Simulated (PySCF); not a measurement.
Ionisation energy of Cs³⁷⁺ by level of theory

Cs³⁷⁺ [Ar] → Cs³⁸⁺ [Ne] 3s2 3p5 [3p1/2^2 3p3/2^3, M_J = 3/2], as a difference of total energies. Calculation: PySCF 2.14, in an uncontracted even-tempered set (19 s from 7.3 bohr⁻², ratio 2.4; 14 p from 9.5 bohr⁻², ratio 2.4; 5 d from 38 bohr⁻², ratio 2.6; 4 f from 57 bohr⁻², ratio 2.6); the two-component X2C-1e Hamiltonian. Correlated levels: 1s2 frozen; the 56 highest virtual spinors dropped. "Screened" scales the spin-orbit matrix elements by Boettger's factors to mimic the two-electron term; Breit and QED terms are absent.

| method | ionisation energy (eV) |
| --- | --- |
| GHF (spin-free) | 2711.8 |
| GMP2 (spin-free) | 2712.6 |
| GHF (screened spin-orbit) | 2684.9 |
| GMP2 (screened spin-orbit) | 2685.8 |

Breit and QED terms and the two-electron picture change are absent.

The spin-free rows lack the spin-orbit shift.

For comparison: 2683 ± 4 eV (theoretical estimate listed by NIST; NIST Atomic Spectra Database, ionization energies).
